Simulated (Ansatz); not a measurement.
## Which is lower?

The two ends of one reaction step of CH5GaS, closed shell (PBE0-D4/def2-TZVP).

A:

```csv
atom,x (Å),y (Å),z (Å)
Ga1,-2.0913,0.0558,0.4893
C2,1.2924,0.0116,-0.2211
S3,-2.8561,-0.9188,-1.0879
H4,0.6080,-0.4609,-0.9267
H5,-1.5404,0.8048,1.7084
H6,1.2195,-0.4742,0.7528
H7,1.0557,1.0719,-0.1236
H8,2.3122,-0.0903,-0.5915
```

B:

Ga1  (-0.841, 0.160, 0.441)
C2  (1.107, 0.259, 0.250)
S3  (-2.048, -0.844, -1.110)
H4  (-1.000, -1.171, -1.884)
H5  (-1.688, 0.738, 1.622)
H6  (1.590, -0.219, 1.106)
H7  (1.427, 1.304, 0.237)
H8  (1.454, -0.225, -0.663)
(Å)

Program: Ansatz 0.2.0. Basis: def2-TZVPP. Cores are frozen in the correlated methods. Filled d shells of the heavier atoms are correlated. The def2 sets are not built for correlating such inner shells, so the correlated values are less sure here. B3LYP uses VWN-RPA correlation.

Q: Which structure is lower at CCSD(T), and by how much? (Judge from chemistry; the value comes from the calculation.)

A: The calculation gives: B, by 0.544 eV (electronic energy, against the other). By their contacts, A is a complex of GaHS ([S][GaH]) + CH₄ and B is CH₅GaS ([CH3][GaH][SH]).

All methods give the same order:

```csv
method,E(B) − E(A) (eV)
SPW92,-0.667
PBE-D4,-0.459
BLYP-D4,-0.324
r2SCAN-D4,-0.522
B97M-V,-0.426
PBE0-D4,-0.585
B3LYP-D4,-0.441
r2SCAN0-D4,-0.607
BHLYP-D4,-0.573
CAM-B3LYP-D4,-0.570
wB97X-V,-0.656
wB97M-V,-0.588
B2PLYP,-0.441
PBE-QIDH,-0.635
RPA on PBE,-0.492
HF,-0.548
MP2,-0.545
CCSD,-0.592
CCSD(T),-0.544
```

T1 diagnostic: at most 0.017.

Labels in which every atom is bracketed show which atoms are joined, not bond orders.

For scale, one of the runs: CCSD(T)/def2-TZVPP, 191 basis functions, launched by `ansatz run in.yaml --threads 4 --pin off --events-out ev --progress --plain --max-ram 9574MiB`. The run took 110 s on 4 CPU threads of an Intel Xeon (shared host), with 2 GiB of host memory at its peak.
